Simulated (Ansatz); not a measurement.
Ideal-gas functions of F3H2InSe, SMILES `[F][In-]([F])([F])[SeH2+]` at 400 K and 1 bar, from an Ansatz frequency run at PBE0-D4/def2-TZVP.

Molar mass 252.79 g/mol, point group Cs (symmetry number 1), electronic degeneracy 1, moments of inertia 213.025, 564.78, 566.009 u Å². Harmonic wavenumbers (cm⁻¹, unscaled): 48, 54, 63, 124, 127, 134, 157, 411, 452, 572, 598, 609, 1056, 2437, 2449.

Use S(trans) = R[1.5 ln M + 2.5 ln T − 1.1517]; rotational temperatures θ = 24.2544 K / I; S(rot) = R[ln(√π/σ · √(T³/θAθBθC)) + 1.5]; for each mode x = 1.438777 ν̃/T, S = R[x/(eˣ − 1) − ln(1 − e⁻ˣ)] and H = RT x/(eˣ − 1); 1 cm⁻¹ = 0.0119627 kJ/mol; R = 8.31446 J/(mol·K).

Task: By hand: the entropy, in J/(mol·K).

Result: Translation 184.0. Rotation: θ = 0.1139, 0.0429, 0.0429 K, giving 127.2. Vibration, mode by mode: 22.93, 21.95, 20.68, 15.10, 14.90, 14.46, 13.18, 5.78, 5.13, 3.64, 3.38, 3.28, 0.91, 0.01, 0.01, in all 145.3. Electronic 0.0. Sum 456.5 J/(mol·K).

Task: By hand: H − E and G − E in kJ/mol, counted from the electronic energy.

Result: Zero-point energy ½ × 9291 × 0.0119627 = 55.6; thermal vibration 25.3; translation, rotation and pV give 4 RT = 13.3. H − E = 94.2 kJ/mol, and G − E = 94.2 − 400 × 456.5/1000 = -88.4 kJ/mol.

Vibration gives 32 % of the entropy, 110.0 J/(mol·K) of it from the modes under 150 cm⁻¹: soft modes count most, and the harmonic formula is weakest for them. The sum counts one conformer and one mirror image; others add a mixing term.
